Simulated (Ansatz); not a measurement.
Abridged output of a molecular run in Ansatz:

```
Functional definition: HF
1612 factors; integrals over basis functions are off by at most 1.1e-3 eV
mean field evaluation 1: about -21610.6689 eV, gradient 4.1e1 eV
mean field evaluation 2: about -21610.9708 eV, gradient 4.1e1 eV
mean field evaluation 4: about -21614.6863 eV, gradient 4.0e0 eV
mean field evaluation 8: about -21614.7534 eV, gradient 3.3e-1 eV
mean field -21614.75369297 eV, -794.3275472104 hartree, gradient 3.1e-6 eV, S^2 0.000000; 0 other end points of the search recorded, 0 dependent functions left out
13 core orbitals not correlated: weight in the atoms' cores, before any rotation towards them, 1.000 or more for the frozen orbitals, at most 0.000 for the correlated occupied ones
reference -21614.75369297 eV, -794.3275472104 hartree; 16, 16 occupied and 246, 246 virtual orbitals, 1612 factors
second order -24.65370759 eV of doubles, -0.00000000 eV of singles
cycle   1  -25.20119574 eV  change   -5.5e-1 eV  update   1.1e-1
cycle   2  -25.83959736 eV  change   -6.4e-1 eV  update   3.2e-2
cycle   3  -25.98280457 eV  change   -1.4e-1 eV  update   1.6e-2
cycle   4  -25.96699907 eV  change    1.6e-2 eV  update   3.6e-3
cycle   5  -25.96620743 eV  change    7.9e-4 eV  update   1.6e-3
cycle   6  -25.96693409 eV  change   -7.3e-4 eV  update   4.4e-4
cycle   7  -25.96664171 eV  change    2.9e-4 eV  update   1.7e-4
cycle   8  -25.96658670 eV  change    5.5e-5 eV  update   5.2e-5
cycle   9  -25.96661692 eV  change   -3.0e-5 eV  update   1.8e-5
perturbative correction -0.85811286 eV, -0.0315350660 hartree
Total energy: -21641.57842275 eV, -795.3133378474 hartree
```

Its atoms:

Z-matrix (Å, degrees):
```
Si
O 1 1.626
F 1 1.597 2 110.9
H 1 1.483 2 110.5 3 -117.3
H 1 1.474 2 106.8 3 117.9
C 2 1.425 1 124.1 3 69.2
Si 6 1.891 2 109.0 1 162.0
H 6 1.096 2 110.1 1 -77.1
H 6 1.099 2 110.9 1 41.0
H 7 1.484 6 109.9 2 59.7
H 7 1.488 6 108.5 2 179.5
H 7 1.485 6 109.7 2 -60.9
```

Task: Which basis set was used?
A. cc-pV(Q+d)Z
B. cc-pV(D+d)Z
C. def2-TZVPPD
D. def2-TZVPP

Result: D. It gives 275 functions.

Task: Write the keys of the input that set method, charge and spin (a neutral closed shell needs none for the last two).

Result: 
```yaml
correlation: {method: ccsd_t}
```
